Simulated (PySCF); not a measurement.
**Electron correlation in As⁺ (arsenic, charge +1)**

[Ar] 3d10 4s2 4p2, high-spin 3P determinant. All numbers are calculated (PySCF 2.14, scalar relativity by spin-free X2C-1e, in jorge-DZP-DKH (8s6p2d1f, 43 functions)). Frozen: [Ar] 3d10; 4 electrons correlated.

MP2 pair energies summed by pair of shells (mhartree):

```csv
pair,energy,share (%)
4s-4p,-12.05,47.8
4s-4s,-11.86,47.0
4p-4p,-1.33,5.3
```

Total MP2 correlation energy: -25.24 mhartree.

Same-spin part -2.99 and opposite-spin part -22.25 mhartree; SCS-MP2 scales them by 1/3 and 6/5 to -27.70 mhartree.

```csv
level,correlation energy (mhartree)
CCSD,-33.79
(T),-0.21
CCSD(T),-34.00
```

Diagnostics: T1 = 0.0034, D1 = 0.0075, largest double amplitude 0.099.

Q: Is a single reference adequate?

A: Mostly. T1 lies below 0.03, but a double amplitude of this size points to a near-degeneracy that CCSD handles and MP2 describes poorly.
